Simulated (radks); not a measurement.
Question: Species: Ho56+. Configuration: [Ne] 3s1. All-electron calculation, scalar-relativistic Kohn-Sham, exchange-only LDA, spin-polarised, spherical densities, point nucleus; open shells are filled with parallel spins first (spin-orbit coupling, left out, can overturn this in heavy ions). Program: a radial shooting solver on a logarithmic mesh with Libxc functionals. Some entries of the table are withheld. Estimate them.

orbital  occ.  eigenvalue (eV)  r(max) (bohr)
1s up       1              (1)        0.01312
1s down     1              (2)        0.01312
2s up       1        -13485.23        0.07405
2s down     1        -13480.48        0.07405
2p up       3        -12474.33            (3)
2p down     3        -12470.11            (4)
3s up       1        -5576.099            (5)
3s down     0        -5544.442            (6)

Answer: 
(1) 1s up eigenvalue (eV): -59920.64
(2) 1s down eigenvalue (eV): -59916.25
(3) 2p up r(max) (bohr): 0.05996
(4) 2p down r(max) (bohr): 0.05996
(5) 3s up r(max) (bohr): 0.1974
(6) 3s down r(max) (bohr): 0.1970
